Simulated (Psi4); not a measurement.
beryllium atom (Be), singlet. Base run: BLYP/cc-pVDZ run with Psi4.

Psi4 was given this input:
```
memory 2 GB

molecule mol {
0 1
  Be    0.000000    0.000000    0.000000
}

set basis cc-pvdz
set reference rks

energy('blyp')
print_variables()
```

Variants of this job, named by their change:

```json
[
 {"change": "base", "E (Eh)": "-14.65855"},
 {"change": "functional = x3lyp", "E (Eh)": "-14.65924"},
 {"change": "functional = wb97m-v", "E (Eh)": "-14.66035"},
 {"change": "functional = wb97x-v", "E (Eh)": "(withheld)"},
 {"change": "functional = b3lyp5", "E (Eh)": "-14.65727"},
 {"change": "functional = mn15", "E (Eh)": "-14.65743"},
 {"change": "functional = pbe", "E (Eh)": "-14.62762"},
 {"change": "functional = scan", "E (Eh)": "(withheld)"},
 {"change": "functional = wb97x", "E (Eh)": "-14.66163"},
 {"change": "functional = hse06", "E (Eh)": "-14.63740"},
 {"change": "functional = tpss", "E (Eh)": "(withheld)"},
 {"change": "functional = revpbe", "E (Eh)": "-14.66229"},
 {"change": "functional = m06-l", "E (Eh)": "(withheld)"}
]
```

Task: Complete the blanks.

Result: 
- functional = wb97x-v, E (Eh): -14.66147
- functional = scan, E (Eh): -14.64851
- functional = tpss, E (Eh): -14.67015
- functional = m06-l, E (Eh): -14.66075

Total energies compare only within one method and basis.
